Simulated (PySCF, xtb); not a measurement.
PGMEA (C6H12O3), SMILES C(OC(C)COC)(C)=O.

The structure is a stationary point at B3LYP-D3(BJ)/def2-SVP. One conformer was computed; it need not be the lowest.

Calculation: IEF-PCM-PBE0/def2-SVP run with PySCF 2.14.0.

The values are the electrostatic part of the solvation free energy, E(continuum) − E(gas) at the gas-phase geometry, in a cavity of scaled van der Waals radii (PySCF's table); cavitation and dispersion terms are not included. In vacuum the orbital gap is 7.91 eV. The dipole moment in vacuum is 2.06 D.

```
solvent            ε  ΔG(elec) (kcal/mol)  dipole (D)  gap (eV)
-------------  -----  -------------------  ----------  --------
water          78.36                 -5.9        2.71      7.80
diethylether    4.24                 -4.0        2.47      7.82
chlorobenzene   5.70                 -4.4        2.53      7.81
```

For comparison, GFN2-xTB/ALPB(water) (xtb, at the GFN2-xTB geometry, all terms of that model) gives -5.3 kcal/mol.
